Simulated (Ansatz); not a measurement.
Two isomers of C2H4OSi: A = `[SiH3]C1=CO1`, B = `C#C[SiH2]O`.

Gas-phase electronic energies from Ansatz, PBE0-D4/def2-TZVP geometries. CCSD(T)/CBS adds triple-zeta CCSD(T) − MP2 to the extrapolated MP2 energy (def2 sets, frozen cores). Functionals use def2-TZVPP. B3LYP here is the variant with VWN-RPA as its local correlation; programs differ in this. Each species was taken in one conformer, which may not be the lowest.

Question: Which is lower in electronic energy at CCSD(T)/CBS, and by how much? (An estimate is asked.)

Answer: The calculation gave: B, by 364.2 kJ/mol.

Question: Give E(B) − E(A) in kJ/mol with B2PLYP, CCSD/def2-TZVPP, ωB97M-V, HF/def2-TZVPP, CCSD(T)/def2-TZVPP, LDA (SPW92), B3LYP. (Best estimate.)

Answer: Computed: B2PLYP -355.3, CCSD/def2-TZVPP -377.4, ωB97M-V -360.0, HF/def2-TZVPP -412.9, CCSD(T)/def2-TZVPP -360.5, LDA (SPW92) -309.1, B3LYP -346.1. None reverses the order clearly.

Question: Does the order hold for the free energy at 298.15 K (harmonic terms from PBE0-D4)? (Best estimate.)

Answer: The calculation gave: Yes: G(B) − G(A) = -352.5 kJ/mol, for one conformer each.

Largest T1 diagnostic: 0.024.

In def2-TZVPP, CCSD(T) changes the Hartree–Fock value by +52.3 kJ/mol (the triples alone add +16.9 kJ/mol) and MP2 by +34.3 kJ/mol. At CCSD(T), def2-SVP lies +30.4 kJ/mol from the extrapolated value and def2-TZVPP +3.7 kJ/mol.
